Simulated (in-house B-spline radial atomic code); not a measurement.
A fraction x of an electron is added to 3d in Ti, starting from [Ar] 3d2 4s2 and keeping the highest spin. Level of theory: scalar-relativistic (X2C) PBEsol, spin-polarised, spherical fractional occupations, Fermi nucleus of rms radius 3.5921 fm; calculated with a radial B-spline atomic code at the basis-set limit.

```csv
x,E(x) - E(0) (eV),3d up level (eV)
0,0.0000,-4.856
0.1,-0.4384,-3.920
0.2,?,?
0.3,-1.0463,-2.190
0.4,?,?
0.5,-1.3284,-0.668
```

Q: What belongs in the row x = 0.2?

A: An energy change of -0.7856 eV; 3d up at -3.031 eV.

Q: What belongs in the row x = 0.4?

A: An energy change of -1.2254 eV; 3d up at -1.401 eV.

Q: Up to what added charge does this functional bind the extra electron?

A: The highest level rises by about 7.3 eV per electron near x = 0.5 and would reach zero near x = 0.59, so a whole extra electron isn't bound at the basis-set limit.
